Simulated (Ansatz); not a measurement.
`OC(F)[TeH]` at its PBE0-D4/def2-TZVP geometry, where that method's forces vanish. Charge 0, multiplicity 1. Te: def2 effective core potential.

```csv
atom,x (Å),y (Å),z (Å)
O1,0.0804,1.5290,0.2334
C2,-0.3764,0.2494,0.2353
F3,0.0134,-0.4214,1.3628
Te4,0.3644,-0.8554,-1.5106
H5,1.0432,1.5209,0.1691
H6,-1.4646,0.2802,0.2171
H7,0.3397,-2.3027,-0.7071
```

Task: For each bond, give half the difference of the two atoms' forces along it (eV/Å; positive pushes the atoms apart) under PBE-D4, r2SCAN-D4, B3LYP-D4, ωB97M-V in def2-TZVPP. (An estimate is asked.)

Result: Computed: 
```csv
bond,length (Å),PBE-D4,r2SCAN-D4,B3LYP-D4,ωB97M-V
O1–C2,1.359,0.25,0.15,0.24,0.34
O1–H5,0.965,0.41,0.02,-0.04,-0.13
C2–F3,1.369,0.52,0.29,0.36,0.26
C2–Te4,2.195,0.17,0.13,0.15,-0.27
C2–H6,1.089,0.03,-0.14,-0.26,-0.20
Te4–H7,1.656,0.26,0.02,0.07,-0.13
```

B3LYP here is the variant with VWN-RPA as its local correlation; programs differ in this.
